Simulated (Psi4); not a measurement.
HS$_{2}$ (SMILES [S]S), doublet, at a GFN2-xTB geometry; SVWN/aug-cc-pVDZ run with Psi4 1.11.

Psi4 was given this input:
```
memory 2 GB

molecule {
0 2
S     0.91067831   -0.45184823   -0.02081956
S    -0.80573747    0.48637639    0.01910795
H    -1.67905351   -0.55245053    0.02738580
}

set {
  basis aug-cc-pvdz
  reference uks
  s_tolerance 1e-4
  s_orthogonalization canonical
}

energy('svwn')
print_variables()
```

It wrote (shortened):

```
   => Loading Basis Set <=

    Name: AUG-CC-PVDZ
    Role: ORBITAL
    Keyword: BASIS

         ---------------------------------------------------------
                                   SCF
               by Justin Turney, Rob Parrish, Andy Simmonett
                          and Daniel G. A. Smith
                              UKS Reference
         ---------------------------------------------------------

  ==> Geometry <==

    Molecular point group: cs
    Full point group: Cs

    Geometry (in Angstrom), charge = 0, multiplicity = 2:

       Center              X                  Y                   Z               Mass
    ------------   -----------------  -----------------  -----------------  -----------------
         S            0.885302597218    -0.460286852449     0.000000000000    31.972071174400
         S           -0.831561367173     0.477967324859     0.000000000000    31.972071174400
         H           -1.704877708969    -0.560892321769     0.000000000000     1.007825032230

  Running in cs symmetry.

  Rotational constants: A =      9.84781  B =      0.26852  C =      0.26139 [cm^-1]
  Rotational constants: A = 295230.00918  B =   8050.07759  C =   7836.40135 [MHz]
  Nuclear repulsion =   78.745163816265489

  Charge       = 0
  Multiplicity = 2
  Electrons    = 33
  Nalpha       = 17
  Nbeta        = 16

  ==> Algorithm <==

  SCF Algorithm Type is DF.
  DIIS enabled.
  MOM disabled.
  Fractional occupation disabled.
  Guess Type is SAD.
  Energy threshold   = 1.00e-06
  Density threshold  = 1.00e-06
  Integral threshold = 1.00e-12

  ==> Primary Basis <==

  Basis Set: AUG-CC-PVDZ
    Blend: AUG-CC-PVDZ
    Number of shells: 27
    Number of basis functions: 63
    Number of Cartesian functions: 67
    Spherical Harmonics?: true
    Max angular momentum: 2

  ==> DFT Potential <==

   => LibXC <=

    Version 7.1.2
    S. Lehtola, C. Steigemann, M. J. T. Oliveira, and M. A. L. Marques,  SoftwareX 7, 1–5 (2018) (10.1016/j.softx.2017.11.002)

   => Composite Functional: SVWN <=

    Slater exchange
    Vosko, Wilk & Nusair (VWN5_RPA)
    P. A. M. Dirac,  Math. Proc. Cambridge Philos. Soc. 26, 376 (1930) (10.1017/S0305004100016108)
    F. Bloch,  Z. Phys. 57, 545 (1929) (10.1007/BF01340281)
    S. H. Vosko, L. Wilk, and M. Nusair,  Can. J. Phys. 58, 1200 (1980) (10.1139/p80-159)

    Deriv               =              1
    GGA                 =          FALSE
    Meta                =          FALSE

    Exchange Hybrid     =          FALSE
    MP2 Hybrid          =          FALSE

   => Exchange Functionals <=

    1.0000         XC_LDA_X

   => Correlation Functionals <=

    1.0000   XC_LDA_C_VWN_RPA

   => LibXC Density Thresholds  <==

    XC_LDA_C_VWN_RPA:  1.00E-15
    XC_LDA_X:  1.00E-15

   => Molecular Quadrature <=

    Radial Scheme          =       TREUTLER
    Pruning Scheme         =           NONE
    Nuclear Scheme         =       TREUTLER

    Blocking Scheme        =         OCTREE
    BS radius alpha        =              1
    Pruning alpha          =              1
    Radial Points          =             75
    Spherical Points       =            302
    Total Points           =          66149
    Total Blocks           =            573
    Max Points             =            256
    Max Functions          =             63
    Weights Tolerance      =       1.00E-15

   => Loading Basis Set <=

    Name: (AUG-CC-PVDZ AUX)
    Role: JKFIT
    Keyword: DF_BASIS_SCF

  ==> Integral Setup <==

  SCF_SUBTYPE=INCORE selected. In-core MEM_DF algorithm will be used.
  Using in-core AOs.

  ==> MemDFJK: Density-Fitted J/K Matrices <==

    J tasked:                   Yes
    K tasked:                    No
    wK tasked:                   No
    Algorithm:                 Core
    Schwarz Cutoff:           1E-12
    Mask sparsity (%):       0.0000
    Fitting Condition:        1E-10

   => Auxiliary Basis Set <=

  Basis Set: (AUG-CC-PVDZ AUX)
    Blend: AUG-CC-PVDZ-JKFIT
[...]

  ==> Pre-Iterations <==

  SCF Guess: Superposition of Atomic Densities via on-the-fly atomic UHF (no occupation information).

   -------------------------
    Irrep   Nso     Nmo
   -------------------------
     A'        45      45
     A"        18      18
   -------------------------
    Total      63      63
   -------------------------

  ==> Iterations <==

                           Total Energy        Delta E     RMS |[F,P]|

   @DF-UKS iter SAD:  -794.82076974800941   -7.94821e+02   0.00000e+00
   @DF-UKS iter   1:  -794.82799881211213   -7.22906e-03   6.41286e-03 ADIIS/DIIS
   @DF-UKS iter   2:  -794.78699036826504    4.10084e-02   8.01156e-03 ADIIS/DIIS
   @DF-UKS iter   3:  -794.87586146753893   -8.88711e-02   3.02997e-03 ADIIS/DIIS
   @DF-UKS iter   4:  -794.89066115314142   -1.47997e-02   9.45286e-04 ADIIS/DIIS
   @DF-UKS iter   5:  -794.89205135616851   -1.39020e-03   1.73439e-04 ADIIS/DIIS
   @DF-UKS iter   6:  -794.89209837845317   -4.70223e-05   4.63154e-05 DIIS
   @DF-UKS iter   7:  -794.89210186642526   -3.48797e-06   1.04107e-05 DIIS
   @DF-UKS iter   8:  -794.89210206543942   -1.99014e-07   1.84670e-06 DIIS
   @DF-UKS iter   9:  -794.89210207115434   -5.71492e-09   7.71508e-07 DIIS
  Energy and wave function converged.

  ==> Post-Iterations <==

   Electrons on quadrature grid:
      Nalpha   =   16.9999991817 ; deviation = -8.183e-07
      Nbeta    =   15.9999999624 ; deviation = -3.761e-08
      Ntotal   =   32.9999991441 ; deviation = -8.559e-07

   @Spin Contamination Metric:   1.018061060E-03
   @S^2 Expected:                7.500000000E-01
   @S^2 Observed:                7.510180611E-01
   @S   Expected:                5.000000000E-01
   @S   Observed:                5.000000000E-01

    Orbital Energies [Eh]
    ---------------------

    Alpha Occupied:

[...]
    Alpha Virtual:

[...]
      45Ap     1.952686

    Beta Occupied:

[...]
      13Ap    -0.236965

    Beta Virtual:

[...]
    Final Occupation by Irrep:
             Ap   App
    DOCC [    13,    3 ]
    SOCC [     0,    1 ]
    NA   [    13,    4 ]
    NB   [    13,    3 ]

  @DF-UKS Final Energy:  -794.89210207115434

   => Energetics <=

    Nuclear Repulsion Energy =             78.7451638162654888
    One-Electron Energy =               -1256.6101550203784427
    Two-Electron Energy =                 432.5758213612888312
    DFT Exchange-Correlation Energy =     -49.6029322283300971
    Empirical Dispersion Energy =           0.0000000000000000
    VV10 Nonlocal Energy =                  0.0000000000000000
    Total Energy =                       -794.8921020711543406

  UHF NO Occupations:
  HONO-2 :    3App 1.9998368
  HONO-1 :   13 Ap 1.9998258
  HONO-0 :    4App 1.0000000
  LUNO+0 :   14 Ap 0.0001742
  LUNO+1 :    5App 0.0001632
  LUNO+2 :   15 Ap 0.0000867
  LUNO+3 :   16 Ap 0.0000533

Computation Completed

Properties will be evaluated at   0.000000,   0.000000,   0.000000 [a0]

Properties computed using the SCF density matrix

 Multipole Moments:

 ------------------------------------------------------------------------------------
     Multipole            Electronic (a.u.)      Nuclear  (a.u.)        Total (a.u.)
 ------------------------------------------------------------------------------------

 L = 1.  Multiply by 2.5417464519 to convert [e a0] to [Debye]
 Dipole X            :          0.9412700           -1.5968526           -0.6555826
 Dipole Y            :          0.4632513           -0.5253529           -0.0621016
 Dipole Z            :          0.0000000            0.0000000            0.0000000
 Magnitude           :                                                    0.6585174

 ------------------------------------------------------------------------------------

  Variable Map:
  ----------------------------------------------------------------------------
[...]
  Array Variable Map:
  ----------------------------------------------------------------------------
[...]
[...]
```
